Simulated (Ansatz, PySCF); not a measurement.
Noncovalent pair: CH4O (SMILES CO) (first 6 atoms) with H4OSi (SMILES O[SiH3]); geometry from B3LYP-D3(BJ)/def2-TZVP, rigid monomers moved along the line of their centres of mass till O2···H9 is 2.06 Å.
(charge 0, multiplicity 1):
```json
[
 {"atom": "C", "x (Å)": "-0.0629", "y (Å)": "0.0915", "z (Å)": "0.1839"},
 {"atom": "O", "x (Å)": "-0.9976", "y (Å)": "0.3478", "z (Å)": "1.2362"},
 {"atom": "H", "x (Å)": "-0.1007", "y (Å)": "-0.9507", "z (Å)": "-0.1428"},
 {"atom": "H", "x (Å)": "0.9253", "y (Å)": "0.2959", "z (Å)": "0.5903"},
 {"atom": "H", "x (Å)": "-0.2389", "y (Å)": "0.7514", "z (Å)": "-0.6690"},
 {"atom": "H", "x (Å)": "-1.8898", "y (Å)": "0.1680", "z (Å)": "0.9225"},
 {"atom": "O", "x (Å)": "0.0340", "y (Å)": "-1.0841", "z (Å)": "3.6955"},
 {"atom": "Si", "x (Å)": "1.1285", "y (Å)": "-0.2899", "z (Å)": "4.6245"},
 {"atom": "H", "x (Å)": "-0.3869", "y (Å)": "-0.5932", "z (Å)": "2.9658"},
 {"atom": "H", "x (Å)": "2.2187", "y (Å)": "0.3070", "z (Å)": "3.8059"},
 {"atom": "H", "x (Å)": "1.7110", "y (Å)": "-1.2839", "z (Å)": "5.5516"},
 {"atom": "H", "x (Å)": "0.5156", "y (Å)": "0.8093", "z (Å)": "5.4144"}
]
```

Counterpoise-corrected where a basis set is named; no monomer relaxation. Rows marked so take none.

Correlated levels freeze the cores. Rows in 3-21G carry no dispersion term and start afresh at each structure.

Programs: Ansatz (Gaussian basis) for Hartree–Fock, density functionals and correlated methods; PySCF for 3-21G rows. Values without a source in brackets are computed.

Q: What is the computed interaction energy (B3LYP/3-21G (no counterpoise))?

A: -13.3 kcal/mol

Ansatz is a quantum-chemistry and plane-wave program.
